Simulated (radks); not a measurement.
Values are calculated unless marked as measured or tabulated.
Numerical settings for neutral niobium, [Kr] 4d4 5s1. Code: a radial shooting solver on a logarithmic mesh with Libxc functionals. Model: non-relativistic Kohn-Sham, BLYP, spin-polarised, spherical densities, point nucleus; open shells are filled with parallel spins first (spin-orbit coupling, left out, can overturn this in heavy ions); relativity is left out, which matters for an element this heavy. The defaults (mesh step 0.008 in ln r, mesh end at 40 bohr or more with all orbitals vanishing there, Anderson mixing 0.5 over 9 steps, residual threshold near 1e-9 with the energy settled to 1e-9 hartree or 1e-11 of itself, here a cap of 64 iterations) give E = -3755.6215 hartree and 4d at -3.631 eV in 13 iterations. Run on one thread of a shared host, so times are rough (Arm Neoverse V1): 0.16 s of CPU time, 0.16 s wall, 13 iterations on 2725 mesh points. Changes against that run (0 stands for a change within the tolerance of the run):

| setting | iterations | converged | E (mhartree) | e(4d) (meV) | CPU (s) |
|---|---|---|---|---|---|
| mesh step in ln r 0.003 | 13 | yes | 0 | 0 | 0.41 |
| mesh step in ln r 0.12 | 2 | no | diverged | - | 0.01 |
| mesh step in ln r 0.012 | 13 | yes | 0 | 0 | 0.11 |
| mesh end (bohr) 1 | 64 | level above zero | +2.14e+05 | +5e+05 | 0.69 |
| mesh end (bohr) 5 | 14 | level above zero | +172 | +3.2e+03 | 0.14 |
| residual threshold 0.1 | 8 | yes | 0 | -0.936 | 0.12 |
| residual threshold 1e-13 | 56 | yes | 0 | 0 | 0.41 |
| mixing 0.2 | 15 | yes | 0 | 0 | 0.19 |
| linear mixing, mixing 0.5 | 30 | yes | 0 | 0 | 0.29 |
| linear mixing, mixing 0.2 | 64 | no | 0 | 0 | 0.58 |
| mixing history 3 | 16 | yes | 0 | 0 | 0.18 |
| iteration cap 3 | 3 | no | +0.918 | -8.48 | 0.05 |

Settled on a wrong energy, with an occupied level pushed above zero by the early mesh end: mesh end (bohr) 1 (+214 hartree); mesh end (bohr) 5 (+0.172 hartree). Apart from these: no run marked as converged misses the energy by more than 1 mhartree. A mesh that ends early acts as a hard wall.
